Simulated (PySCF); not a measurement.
Re (SMILES [Re]), sextet (core potentials on Re); PySCF with SVWN5/def2-SVP.

The PySCF input:
```python
from pyscf import gto, scf, dft

mol = gto.Mole()
mol.atom = '''
    Re    0.000000    0.000000    0.000000
'''
mol.basis = 'def2-svp'
mol.ecp = {'Re': 'def2-svp'}
mol.charge = 0
mol.spin = 5
mol.verbose = 4
mol.build()

mf = dft.UKS(mol)
mf.xc = 'lda,vwn'
mf.DIIS = scf.EDIIS
mf.kernel()
```

Output, abridged:

```
PySCF version 2.14.0

[INPUT] verbose = 4
[INPUT] num. atoms = 1
[INPUT] num. electrons = 15
[INPUT] charge = 0
[INPUT] spin (= nelec alpha-beta = 2S) = 5
[INPUT] symmetry False subgroup None
[INPUT] Mole.unit = angstrom
[INPUT] Symbol           X                Y                Z      unit          X                Y                Z       unit  Magmom
[INPUT]  1 Re     0.000000000000   0.000000000000   0.000000000000 AA    0.000000000000   0.000000000000   0.000000000000 Bohr   0.0

nuclear repulsion = 0
number of shells = 12
number of NR pGTOs = 57
number of NR cGTOs = 32
basis = def2-svp
ecp = {'Re': 'def2-svp'}

******** <class 'pyscf.dft.uks.UKS'> ********
method = UKS
initial guess = minao
damping factor = 0
level_shift factor = 0
DIIS = <class 'pyscf.scf.diis.EDIIS'>
diis_start_cycle = 1
diis_space = 8
diis_damp = 0
SCF conv_tol = 1e-09
SCF conv_tol_grad = None
SCF max_cycles = 50
direct_scf = True
direct_scf_tol = 1e-13
number electrons alpha = 10  beta = 5
XC library pyscf.dft.libxc version 7.1.2
    S. Lehtola, C. Steigemann, M. J. T. Oliveira, and M. A. L. Marques,  SoftwareX 7, 1–5 (2018)
XC functionals = lda,vwn
    P. A. M. Dirac,  Math. Proc. Cambridge Philos. Soc. 26, 376 (1930)
    F. Bloch,  Z. Phys. 57, 545 (1929)
    S. H. Vosko, L. Wilk, and M. Nusair,  Can. J. Phys. 58, 1200 (1980)
radial grids:
    Treutler-Ahlrichs [JCP 102, 346 (1995); DOI:10.1063/1.469408] (M4) radial grids

becke partition: Becke, JCP 88, 2547 (1988); DOI:10.1063/1.454033
pruning grids: <function nwchem_prune>
grids dens level: 3
symmetrized grids: False
atomic radii adjust function: <function treutler_atomic_radii_adjust>
small_rho_cutoff = 0
Set gradient conv threshold to 3.16228e-05
tot grids = 24312
init E= -66.1857137458668

cycle= 1 E= -77.9111369112009  delta_E= -11.7  |g|= 0.255  |ddm|= 5.45
cycle= 2 E= -77.8345826298789  delta_E= 0.0766  |g|= 0.528  |ddm|= 1.78
cycle= 3 E= -78.0135832263816  delta_E= -0.179  |g|= 0.0408  |ddm|= 1.17
cycle= 4 E= -78.0135832263827  delta_E= -1.12e-12  |g|= 0.0408  |ddm|= 7.14e-11
cycle= 5 E= -78.0135832263676  delta_E= 1.51e-11  |g|= 0.0408  |ddm|= 1.27e-09
cycle= 6 E= -78.0135832263514  delta_E= 1.61e-11  |g|= 0.0408  |ddm|= 1.32e-09
cycle= 7 E= -78.013583226405  delta_E= -5.35e-11  |g|= 0.0408  |ddm|= 4.48e-09
cycle= 8 E= -78.0135832282492  delta_E= -1.84e-09  |g|= 0.0408  |ddm|= 1.54e-07
cycle= 9 E= -78.0135832263818  delta_E= 1.87e-09  |g|= 0.0408  |ddm|= 1.56e-07
cycle= 10 E= -78.0033127708531  delta_E= 0.0103  |g|= 0.129  |ddm|= 0.28
cycle= 11 E= -78.01342466405  delta_E= -0.0101  |g|= 0.0414  |ddm|= 0.453
cycle= 12 E= -78.0142258898346  delta_E= -0.000801  |g|= 0.0215  |ddm|= 0.0491
cycle= 13 E= -78.0142258896424  delta_E= 1.92e-10  |g|= 0.0215  |ddm|= 1.7e-08
cycle= 14 E= -78.0142258891196  delta_E= 5.23e-10  |g|= 0.0215  |ddm|= 4.62e-08
cycle= 15 E= -78.0142258907097  delta_E= -1.59e-09  |g|= 0.0215  |ddm|= 1.41e-07
cycle= 16 E= -78.0142258899009  delta_E= 8.09e-10  |g|= 0.0215  |ddm|= 7.15e-08
cycle= 17 E= -78.014225889879  delta_E= 2.19e-11  |g|= 0.0215  |ddm|= 1.98e-09
cycle= 18 E= -78.0142258900676  delta_E= -1.89e-10  |g|= 0.0215  |ddm|= 1.67e-08
cycle= 19 E= -78.0142338783477  delta_E= -7.99e-06  |g|= 0.0211  |ddm|= 0.105
cycle= 20 E= -78.0145211207644  delta_E= -0.000287  |g|= 0.000138  |ddm|= 0.0525
cycle= 21 E= -78.014521120767  delta_E= -2.56e-12  |g|= 0.000138  |ddm|= 5.59e-08
cycle= 22 E= -78.0145211207645  delta_E= 2.52e-12  |g|= 0.000138  |ddm|= 4.63e-08
cycle= 23 E= -78.0145211207642  delta_E= 2.98e-13  |g|= 0.000138  |ddm|= 3.18e-09
cycle= 24 E= -78.0145211207646  delta_E= -3.98e-13  |g|= 0.000138  |ddm|= 4.9e-09
cycle= 25 E= -78.0145211207652  delta_E= -5.97e-13  |g|= 0.000138  |ddm|= 1.02e-08
cycle= 26 E= -78.0145211207654  delta_E= -2.27e-13  |g|= 0.000138  |ddm|= 2.98e-09
cycle= 27 E= -78.0145034450472  delta_E= 1.77e-05  |g|= 0.00524  |ddm|= 0.0133
cycle= 28 E= -78.0145200829766  delta_E= -1.66e-05  |g|= 0.00128  |ddm|= 0.0161
cycle= 29 E= -78.0145205151198  delta_E= -4.32e-07  |g|= 0.000984  |ddm|= 0.000738
cycle= 30 E= -78.0145205147049  delta_E= 4.15e-10  |g|= 0.000984  |ddm|= 8.11e-07
cycle= 31 E= -78.014520515128  delta_E= -4.23e-10  |g|= 0.000984  |ddm|= 8.28e-07
cycle= 32 E= -78.014520515266  delta_E= -1.38e-10  |g|= 0.000983  |ddm|= 2.7e-07
cycle= 33 E= -78.0145205151444  delta_E= 1.22e-10  |g|= 0.000984  |ddm|= 2.38e-07
cycle= 34 E= -78.0145205146016  delta_E= 5.43e-10  |g|= 0.000984  |ddm|= 1.06e-06
cycle= 35 E= -78.0145205153343  delta_E= -7.33e-10  |g|= 0.000983  |ddm|= 1.43e-06
cycle= 36 E= -78.0145205208542  delta_E= -5.52e-09  |g|= 0.000979  |ddm|= 0.00487
cycle= 37 E= -78.0145211389931  delta_E= -6.18e-07  |g|= 1.03e-06  |ddm|= 0.00243
cycle= 38 E= -78.0145211389931  delta_E= 5.68e-14  |g|= 1.31e-06  |ddm|= 8.52e-07
Extra cycle  E= -78.0145211389932  delta_E= -1.42e-13  |g|= 1.12e-06  |ddm|= 5.86e-06
converged SCF energy = -78.0145211389932  <S^2> = 8.7618344  2S+1 = 6.0039435
```
